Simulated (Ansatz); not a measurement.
F5HSi2 (`F[SiH](F)[Si](F)(F)F`), 8 atoms. Charge 0, multiplicity 1. All runs use 4 threads of a server CPU on a shared host. Correlated methods freeze the cores.

Problem. Give the basis size and wall time and peak host memory of each of these runs in Ansatz. RKS ωB97M-V/def2-QZVPP energy; RKS PBE0-D4/def2-QZVPP energy; direct RPA on PBE orbitals/def2-TZVPP energy; RKS PBE0-D4/def2-TZVP frequencies; RKS r2SCAN0-D4/def2-TZVPP energy; RKS B2PLYP (frozen core)/def2-TZVPP energy; RHF-MP2/def2-QZVPP energy; RKS ωB97M-V/def2-SVP energy; RKS SPW92/def2-TZVPP energy; RKS PBE0-D4/def2-TZVP relaxation (5 steps); RKS revPBE-D4/def2-TZVPP energy; RHF-CCSD(T)/def2-SVP energy. (An estimate is asked.)

Solution. Computed: Other jobs shared the machine, so times are rough.

```
                                level                   job  functions  wall time  peak host memory (GiB)
                 RKS SPW92/def2-TZVPP                energy        253      1.1 s                    0.34
             RKS revPBE-D4/def2-TZVPP                energy        253      1.8 s                    0.34
                 RKS ωB97M-V/def2-SVP                energy        111      4.2 s                    0.35
direct RPA on PBE orbitals/def2-TZVPP                energy        253      4.7 s                     0.6
  RKS B2PLYP (frozen core)/def2-TZVPP                energy        253      5.5 s                     0.7
            RKS r2SCAN0-D4/def2-TZVPP                energy        253      5.5 s                    0.74
               RKS PBE0-D4/def2-QZVPP                energy        455      7.5 s                     1.8
                 RHF-CCSD(T)/def2-SVP                energy        111      8.5 s                    0.57
               RKS ωB97M-V/def2-QZVPP                energy        455       16 s                     2.1
                   RHF-MP2/def2-QZVPP                energy        455       17 s                     2.4
                RKS PBE0-D4/def2-TZVP  relaxation (5 steps)        235       21 s                    0.67
                RKS PBE0-D4/def2-TZVP           frequencies        235      120 s                    0.68
```
